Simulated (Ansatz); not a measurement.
Consider the β-hydride elimination: `C[O][SnH2][O]C` → `C[O][SnH3]` + `C=O`.

Computed with Ansatz on PBE0-D4/def2-TZVP structures; ΔE is electronic, products minus reactants. CCSD(T)/CBS adds triple-zeta CCSD(T) − MP2 to the extrapolated MP2 energy (def2 sets, frozen cores). This one scheme is used for every species. Functionals use def2-TZVPP. Elements past krypton have def2 core potentials. For Sn outer-core shells are correlated without core-valence functions, which leaves a few kJ/mol of doubt a bond. Each species was taken in one conformer, which may not be the lowest.

```
   level  ΔE (kJ/mol)
  PBE-D4        131.8
BHLYP-D4        136.8
```

Q: What does CCSD(T)/CBS give? (An estimate is asked.)

A: Computed: +140.8 kJ/mol. The listed levels differ from it by -9.0, -4.0 kJ/mol.

Largest T1 diagnostic among the species: 0.015.

At CCSD(T), def2-SVP lies −31.8 kJ/mol from the extrapolated value and def2-TZVPP −12.9 kJ/mol. The D4 term adds +13.1 kJ/mol with B3LYP and +7.4 kJ/mol with PBE0; it sums over pairs of atoms, weighted by their polarisabilities, and B3LYP, whose exchange is more repulsive, gets the larger term.

B3LYP here is the variant with VWN-RPA as its local correlation; programs differ in this.

CCSD(T)/CBS has its own doubt, a few kJ/mol and more with outer-core shells, so smaller differences from it don't rank the levels.
